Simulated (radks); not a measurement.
The numbers below are computed, except where a source is named.
Question: Excited configurations of Cr: one electron is placed in a higher orbital outside [Ar] 3d5. The ground configuration is [Ar] 3d5 4s1. Code: a radial shooting solver on a logarithmic mesh with Libxc functionals. Model: non-relativistic Kohn-Sham, PBE, spin-polarised, spherical densities, point nucleus; open shells are filled with parallel spins first. Excitation = E - E(ground); binding = E(ion) - E, where the ion is the core of charge +1; n* = 1/sqrt(2 binding) in atomic units, and the quantum defect is n - n*.

outer orbital  excitation (eV)  binding (eV)     n*  quantum defect  eigenvalue (eV)  <r> (bohr)
4p                       3.236         4.026  1.838           2.162           -1.925       4.716
4f                       6.296         0.966  3.753           0.247           -0.480       16.71
5s                       4.760         2.502  2.332           2.668           -1.535       8.807
5p                       5.413         1.849  2.713           2.287           -1.096       11.17
5d                       6.209         1.052  3.596           1.404           -0.607       18.89
6s                       5.915         1.347  3.178           2.822           -0.857       16.76
6d                       6.548         0.714  4.366           1.634           -0.455       29.92

Estimate the row for 5f.

Answer: excitation (eV) 6.589; binding (eV) 0.673; n* 4.497; quantum defect 0.503; eigenvalue (eV) -0.405; <r> (bohr) 28.33. The Delta-SCF ionisation energy is 7.262 eV (NIST Atomic Spectra Database: 6.767 eV, measured). Self-interaction in the functional shifts the binding energies and quantum defects, so they are the method's values and not measured ones. Open shells are spherical and high-spin; term and fine-structure splittings are not resolved.
